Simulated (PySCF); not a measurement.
Cl₃Si, SMILES [Si](Cl)(Cl)Cl, multiplicity 2.

The structure is a stationary point at PBE-D3(BJ)/def2-SVP. The isomer is the one that the SMILES or the coordinates give; other isomers of the formula were not compared.

Computed with PySCF with PBE-D3(BJ)/def2-SVP.

Frequencies are harmonic and unscaled.

Modes within 1.5 cm⁻¹ of each other (mostly degenerate sets) share a row, with their intensities summed.

```
mode  ν (cm⁻¹)  IR (km/mol)  moving atoms (share of kinetic energy)
----  --------  -----------  --------------------------------------
1–2        153          2.6                        Cl 90 %, Si 10 %
3          222          5.5                        Cl 63 %, Si 37 %
4          454         21.1                        Cl 58 %, Si 42 %
5–6        570        301.7                        Si 65 %, Cl 35 %
```
